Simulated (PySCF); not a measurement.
NMR data simulated for an unnamed compound:

¹H NMR (500 MHz, computed): δ 6.31 (m, 1H).

¹³C{¹H} NMR (computed): δ 163.1 (C), 129.2 (C), 116.0 (CH).

- NMR shieldings at PBE0/pcSseg-1/GIAO
- coordinates at the GFN2-xTB level
- run in PySCF 2.14.0 with density-fitted response routines
- one averaged value for each set of equivalent atoms, gas phase, a single conformation, no relativistic terms

References, each an isolated molecule treated in the same way: TMS for ¹H, ¹³C.

Task: Which of these does the molecule contain: an ester, a Si–CH3 group, a CF3 group, a nitrile, a tert-butyl group?

Result: 
- An ester: yes (δC 163.1).
- A Si–CH3 group: no.
- A CF3 group: yes (δC 129.2).
- A nitrile: no.
- A tert-butyl group: no.

The data belong to `O=C(OC(F)(F)F)C(F)F`, C$_{3}$HF$_{5}$O$_{2}$; they needn't prove each group on their own.

Carbon signals by region: 1 in the far downfield region (above 160 ppm), 2 in the sp2 and nitrile region (100–160 ppm). Above 160 ppm: 163.1, ester carbonyl carbon.

Splittings by ¹⁹F in the carbon and heteronuclear signals aren't shown, as no couplings were computed. Shifts are as computed. Against solution values, carbons near 30 ppm lie about +3 ppm off and those near 130 ppm about +5 ppm. Of 1313 compounds with measured shifts, 239 miss one by over three times the rms of a fit or turn the order of signals round; such compounds aren't used in these exercises.
